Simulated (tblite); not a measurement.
Isomers of C2H7OP2Si2 (doublet state). Level: GFN2-xTB in tblite, geometry and Hessian alike; calculated harmonic values, unscaled, isolated species. Against measured fundamentals such values can be off by several per cent, at times by over 20. Modes of hydrogen on phosphorus and silicon can be 10 to 20 % off. One conformer each. Open shells enter through the occupations alone, without spin polarisation, and single modes of such species can be off by tens of per cent.

Electronic energies: GFN2-xTB at the same geometries; isomer energies are rough at this level and their order can be wrong.

```tsv
SMILES	electronic energy, lowest = 0 (kJ/mol)
CC(=O)[Si@H]1[P][SiH2]P1	0.0
CC(=O)[SiH]1P[SiH]P1	22.6
CC(=O)[Si]1P[SiH2]P1	8.3
[CH2]C(=O)[SiH]1P[SiH2]P1	71.1
```

Q: How do GFN2-xTB zero-point energies change the relative energies?

A: 
| SMILES | ZPE (kJ/mol) | of it from modes above 1550 cm⁻¹ | electronic (kJ/mol) | with ZPE, lowest = 0 (kJ/mol) | lowest mode (cm⁻¹) | rings |
| --- | --- | --- | --- | --- | --- | --- |
| CC(=O)[Si@H]1[P][SiH2]P1 | 213.7 | 118.5 | 0.0 | 0.0 | 48 | 1 |
| CC(=O)[Si]1P[SiH2]P1 | 214.6 | 119.4 | 8.3 | 9.1 | 10 | 1 |
| CC(=O)[SiH]1P[SiH]P1 | 214.0 | 118.3 | 22.6 | 22.9 | 32 | 1 |
| [CH2]C(=O)[SiH]1P[SiH2]P1 | 200.9 | 115.1 | 71.1 | 58.3 | 54 | 1 |

The zero-point energies span 13.7 kJ/mol, from `[CH2]C(=O)[SiH]1P[SiH2]P1` to `CC(=O)[Si]1P[SiH2]P1`. The order is unchanged.

Q: What do entropy and thermal enthalpy add at 298.15 K and 1 bar (rigid rotor, harmonic oscillator, one conformer each)?

A: 
```json
{"SMILES": "CC(=O)[Si@H]1[P][SiH2]P1", "point group": "C1", "symmetry number": "1", "S (J/(mol K))": "443.6", "H − H(0) (kJ/mol)": "31.95", "ZPE + H − H(0) − TS (kJ/mol)": "113.4"}
{"SMILES": "CC(=O)[SiH]1P[SiH]P1", "point group": "Cs", "symmetry number": "1", "S (J/(mol K))": "451.0", "H − H(0) (kJ/mol)": "31.86", "ZPE + H − H(0) − TS (kJ/mol)": "111.4"}
{"SMILES": "[CH2]C(=O)[SiH]1P[SiH2]P1", "point group": "C1", "symmetry number": "1", "S (J/(mol K))": "435.1", "H − H(0) (kJ/mol)": "31.78", "ZPE + H − H(0) − TS (kJ/mol)": "103.0"}
```

S holds R ln(2S + 1) for the spin.

Not tabulated: `CC(=O)[Si]1P[SiH2]P1` (lowest mode only 10 cm⁻¹).
